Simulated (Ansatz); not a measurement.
Basis sets compared for InSi16 (the lowest doublet isomer of a short search). Total charge 0; doublet. Geometry PBE-D4/def2-SVP. Ansatz on 2 threads of AMD EPYC 7R13 on a shared host and a share (18 GiB) of an NVIDIA H100 80GB HBM3; times are rough, and most runs start from earlier orbitals.

```xyz
17

In   -0.029   -1.227   -2.228
Si    2.732    1.797    2.623
Si    1.538   -3.050   -1.066
Si   -2.638   -1.827   -0.650
Si    2.334    0.778    0.406
Si   -1.504   -0.457    0.859
Si    4.175    2.136    0.899
Si   -2.645    0.788   -1.307
Si    0.102   -1.738    2.475
Si    0.117    1.084   -0.431
Si    0.730    0.699    2.327
Si    1.816   -1.536    0.706
Si   -2.671   -0.817   -2.981
Si   -0.459   -2.725    0.244
Si   -0.610    1.453   -2.737
Si   -1.647    2.889   -0.731
Si   -1.338    1.752    1.594
```

In the def2 sets In takes a core potential; there is no spin–orbit coupling. Single mean-field runs in def2-TZVP are fitted with def2-universal-jkfit. The structure comes from a short search, and lower isomers may exist.

Binding counts from free atoms (In doublet, Si triplet) in the same basis, without a counterpoise term.

```csv
level,functions,energy (Eh),HOMO (eV),LUMO (eV),binding per atom (eV),wall time
PBE-D4/def2-SVP,314,-4818.4092,-4.91,-4.62,3.70,4.3 s
PBE0-D4/def2-SVP,314,-4818.7561,-5.62,-4.16,3.55,4.7 s
```

Q: Estimate the rows for PBE-D4/def2-TZVP (with forces), PBE0-D4/def2-TZVP.

A: 
| level | functions | energy (Eh) | HOMO (eV) | LUMO (eV) | binding per atom (eV) | wall time |
| --- | --- | --- | --- | --- | --- | --- |
| PBE-D4/def2-TZVP (with forces) | 642 | -4820.0208 | -4.78 | -4.49 | 3.74 | 7 s |
| PBE0-D4/def2-TZVP | 642 | -4820.3557 | -5.45 | -3.99 | 3.60 | 8 s |
